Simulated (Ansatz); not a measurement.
Input for Ansatz (an electronic-structure program): U-CCSD(T)/cc-pV(T+d)Z on F2H2Si (SMILES F[SiH2]F), a point of a bond scan (R = 4.703 Å). Files ending in .json are basis or fitting sets from the Basis Set Exchange.

Ansatz 0.2 input:
```yaml
crystal:
  periodic: [false, false, false]
  atoms:
    - {symbol: Si, position_ang: [0.22395286, -0.14590633, 0.36051960]}
    - {symbol: F, position_ang: [-0.89516694, -0.95086907, -0.43504308]}
    - {symbol: F, position_ang: [0.40909919, 1.26754447, -0.34742940]}
    - {symbol: H, position_ang: [4.27456387, -2.51488105, 0.04425451]}
    - {symbol: H, position_ang: [-0.25049912, 0.07882097, 1.73329117]}
basis:
  gaussian:
    orbitals: cc-pV_T+d_Z.json
correlation: {method: ccsd_t, electrons: outside_noble_gas}
scf: {omitted_lower_state_checks: [cluster_reference]}
magnetization: {spin_polarized: true, initial_magnetization: 0}
```

It printed:

```
WARN ansatz: RAYON_NUM_THREADS=1 ignored (pool sized by the plan → 1); use --threads N
Functional definition: HF
these checks for a lower state are left out or cut short: cluster_reference
integrals: 0.34 GiB planned
757 factors; integrals over basis functions are off by at most 7.6e-4 eV
mean field: 0.35 GiB planned
mean field evaluation 1: about -13298.6189 eV, gradient 2.7e1 eV
mean field evaluation 2: about -13298.6222 eV, gradient 2.7e1 eV
mean field evaluation 4: about -13301.8162 eV, gradient 1.1e1 eV
mean field evaluation 8: about -13303.9488 eV, gradient 2.1e-1 eV
mean field evaluation 16: about -13303.9493 eV, gradient 3.9e-5 eV
mean field evaluation 32: about -13308.4197 eV, gradient 3.1e-1 eV
mean field evaluation 64: about -13307.7794 eV, gradient 8.9e0 eV
mean field -13308.42928977 eV, -489.0757556216 hartree, gradient 4.9e-6 eV, S^2 1.003029; 7 other end points of the search recorded, 0 dependent functions left out
7 core orbitals not correlated
reference -13308.42928977 eV, -489.0757556216 hartree; 10, 10 occupied and 110, 110 virtual orbitals, 757 factors
second order -16.34513567 eV of doubles, -0.00000000 eV of singles
coupled cluster: 0.91 GiB planned
cycle   1  -16.15504302 eV  change    1.9e-1 eV  update   8.4e-2
cycle   2  -16.49487205 eV  change   -3.4e-1 eV  update   2.6e-2
cycle   3  -16.58591541 eV  change   -9.1e-2 eV  update   1.4e-2
cycle   4  -16.57326109 eV  change    1.3e-2 eV  update   4.0e-3
cycle   5  -16.57163684 eV  change    1.6e-3 eV  update   2.0e-3
cycle   6  -16.57316303 eV  change   -1.5e-3 eV  update   6.9e-4
cycle   7  -16.57311595 eV  change    4.7e-5 eV  update   3.2e-4
cycle   8  -16.57310353 eV  change    1.2e-5 eV  update   1.3e-4
cycle   9  -16.57313825 eV  change   -3.5e-5 eV  update   9.3e-5
cycle  10  -16.57309825 eV  change    4.0e-5 eV  update   8.2e-5
cycle  11  -16.57314265 eV  change   -4.4e-5 eV  update   7.6e-5
cycle  12  -16.57313252 eV  change    1.0e-5 eV  update   6.3e-5
cycle  13  -16.57313623 eV  change   -3.7e-6 eV  update   4.2e-5
cycle  14  -16.57315380 eV  change   -1.8e-5 eV  update   1.7e-5
coupled cluster: 0.91 GiB planned
perturbative correction -0.47981834 eV, -0.0176329989 hartree
Total energy: -13325.48226191 eV, -489.7024407888 hartree
Checks for a lower state left out: cluster_reference
```

Self-consistency was reached. Its determinant has ⟨S²⟩ = 1.00, a mixture of spin states.

Cost: very roughly 30 core-seconds.
